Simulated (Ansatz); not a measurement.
BiF₃. The state is a quintet with charge 0. Geometry PBE-D4/def2-TZVP; atoms count from 1.

```
atom   x (Å)   y (Å)   z (Å)
 Bi1  -1.035   1.416   0.186
  F2   1.068   0.942   0.142
  F3   0.528  -1.002   0.585
  F4  -0.561  -1.355  -0.913
```

In the def2 sets Bi takes a core potential; there is no spin–orbit coupling. In the quintet geometry the species has come apart into loosely held pieces. In the quintet, F3 and F4 lie 1.89 Å apart (atoms count from 1), so these atoms are partly bonded to each other. At PBE0-D4/def2-TZVP a singlet of charge 0 lies 8.49 eV below the quintet, each at its own geometry. The structure comes from a short search, and lower isomers may exist.

(1) Estimate the Mulliken populations from the PBE0/def2-TZVP orbitals of Ansatz.

(2) Where does the spin sit?

(3) And the Mayer bond orders between bonded heavy atoms (over 0.3)?

Answers

(1) 
| atom | charge (e) | spin (α − β) |
| --- | --- | --- |
| Bi1 | 0.58 | 1.97 |
| F2 | -0.37 | 0.29 |
| F3 | -0.06 | 0.92 |
| F4 | -0.15 | 0.82 |
Mulliken values and Mayer orders depend strongly on the basis.

(2) Summed by element: Bi 1.97, F 2.03, of 4 unpaired in all. Largest on single atoms: Bi1 1.97, F3 0.92, F4 0.82.

(3) Bi1–F2 0.57 (2.16 Å). Values over 0.3 also appear between atoms too far apart for a bond (F2–F3 0.35 at 2.06 Å; F3–F4 0.32 at 1.89 Å); they arise where an orbital or an unpaired electron spreads over both atoms.
